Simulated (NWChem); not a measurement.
Molecule: InH$_{2}$OF; SMILES [F][InH][OH]

```xyz
5

In    -0.2953    -0.0220     0.0000
H     -1.9895    -0.0563     0.0000
F      0.7744    -1.6705     0.0000
O      0.9502     1.5221     0.0000
H      1.8684     1.2245     0.0000
```
Atoms are numbered in this order, from 1.

Computed with NWChem. Coordinates come from a PBE0/def2-SVP optimisation. def2 effective core potentials on In; no spin-orbit coupling. B3LYP is NWChem's, with the RPA form of VWN correlation. Static field.

```json
[
 {"level": "PBE/def2-SVPD", "isotropic polarisability (bohr³)": "41.5", "anisotropy (bohr³)": "14.6"},
 {"level": "B3LYP/def2-SVPD", "isotropic polarisability (bohr³)": "39.0", "anisotropy (bohr³)": "13.6"},
 {"level": "Hartree-Fock/def2-SVPD", "isotropic polarisability (bohr³)": "…", "anisotropy (bohr³)": "…"},
 {"level": "CAM-B3LYP/def2-SVPD", "isotropic polarisability (bohr³)": "37.9", "anisotropy (bohr³)": "12.5"}
]
```

Problem. Some entries are withheld; supply them.

Solution. 
- Hartree-Fock/def2-SVPD, isotropic polarisability (bohr³): 32.2
- Hartree-Fock/def2-SVPD, anisotropy (bohr³): 8.6
